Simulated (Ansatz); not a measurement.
Mulliken charges of `ClC(Cl)=[Se]` from ωB97M-V/def2-TZVPP in Ansatz (PBE0-D4/def2-TZVP geometry).

| atom | x (Å) | y (Å) | z (Å) | charge (e) |
| --- | --- | --- | --- | --- |
| Cl1 | 1.190 | -0.575 | 1.068 | 0.040 |
| C2 | 0.019 | 0.021 | -0.029 | -0.074 |
| Cl3 | -1.372 | -0.976 | -0.076 | 0.040 |
| Se4 | 0.219 | 1.470 | -0.984 | -0.007 |

Question: By hand: the dipole of these point charges (1 e Å = 4.8032 D).

Answer: Σ q r = (-0.010, -0.074, 0.049) e Å, of length 0.089 e Å = 0.43 D.

Question: How does the dipole of the full density compare? (Estimate.)

Answer: Computed: (-0.016, -0.117, 0.077) e Å, 0.68 D; the point charges give 0.63 times that, at 0° from its direction.

Point charges leave out the atoms' own dipoles, such as those of lone pairs, and Mulliken's split depends on the basis, so the two needn't agree.
